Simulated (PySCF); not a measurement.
## Frontier orbitals and the lowest excitations

Species: C4H8ClGa.
Geometry (PBE0-D3(BJ)/def2-SVP, Å), atoms numbered from 1 in this order:
```xyz
14
C4H8ClGa angstrom
Cl     1.3723    3.5178    0.0009
Ga     0.5957    1.5105    0.0063
C     -1.2604    0.8453   -0.0540
C     -0.9866   -0.6377   -0.3500
C      0.2953   -1.1415    0.3486
C      1.5048   -0.2399    0.0564
H     -1.9110    1.3299   -0.7955
H     -1.7337    0.9817    0.9340
H     -1.8383   -1.2750   -0.0590
H     -0.8651   -0.7725   -1.4402
H      0.4873   -2.1876    0.0570
H      0.1128   -1.1586    1.4385
H      1.9385   -0.4522   -0.9366
H      2.3157   -0.3367    0.7918
```

The calculation used PySCF, TDDFT PBE0/def2-SVPD, vertical, gas phase, core orbitals frozen in the response. The PBE0/def2-SVPD calculation is non-relativistic and has no spin–orbit coupling, an omission that weighs most on gallium.

Frontier orbitals with the atoms that hold most of them (Löwdin shares over 4%, at most four atoms; ? is withheld):

```tsv
orbital	ε (eV)	atoms
HOMO-3	-9.16	Cl1 83%, Ga2 10%
HOMO-2	-9.11	Cl1 89%, Ga2 9%
HOMO-1	-8.74	?
HOMO	?	?
LUMO	-0.98	Ga2 49%, Cl1 16%, C6 11%, C3 11%
LUMO+1	-0.44	Ga2 55%, Cl1 18%, C6 7%, C3 7%
LUMO+2	0.62	Ga2 19%, Cl1 11%, C5 10%, C4 10%
```

Problem. Which atoms hold the HOMO, and with what shares?

Solution. C3 (bonded to C, Ga and 2 H) 24%; C6 (bonded to C, Ga and 2 H) 24%; Ga2 (bonded to 2 C and Cl) 18%; Cl1 (bonded to Ga) 10%. By element: carbon 48% or more, gallium 18%, chlorine 10%.

Problem. Give the leading atoms of the HOMO-1.

Solution. Cl1 (bonded to Ga) 22%; Ga2 (bonded to 2 C and Cl) 14%; C5 (bonded to 2 C and 2 H) 12%; C6 (bonded to C, Ga and 2 H) 12%. By element: carbon 24% or more, chlorine 22%, gallium 14%.

Problem. What is the HOMO energy, and the HOMO–LUMO gap?

Solution. ε(HOMO) = -7.15 eV; the gap is 6.18 eV (0.2270 hartree).

Problem. How does S1 compare with the orbital gap of 6.18 eV?

Solution. S1 is at 4.71 eV (f = 0.0001), 1.47 eV below the gap, made of HOMO→LUMO (100%). Without the coupling terms of the response equations the lowest excitation would equal the gap.

Problem. Give energy, strength and leading configuration of S1, S2, S3 and S6, and follow the Löwdin shares of the leading atoms from the occupied to the empty orbital.

Solution. 
- S1 (4.71 eV, f 0.0001), HOMO→LUMO (100%): C3 24% → 11%, C6 24% → 11%, Ga2 18% → 49%, Cl1 10% → 16%
- S2 (5.70 eV, f 0.054), HOMO→LUMO+1 (98%): C3 24% → 7%, C6 24% → 7%, Ga2 18% → 55%, Cl1 10% → 18%
- S3 (6.49 eV, f 0.0060), HOMO-1→LUMO (98%): Cl1 22% → 16%, Ga2 14% → 49%
- S6 (6.96 eV, f 0.0002), HOMO-2→LUMO (80%): Cl1 89% → 16%, Ga2 9% → 49%

Löwdin shares depend on the basis, the more so with diffuse functions.

One conformer stands for the species.
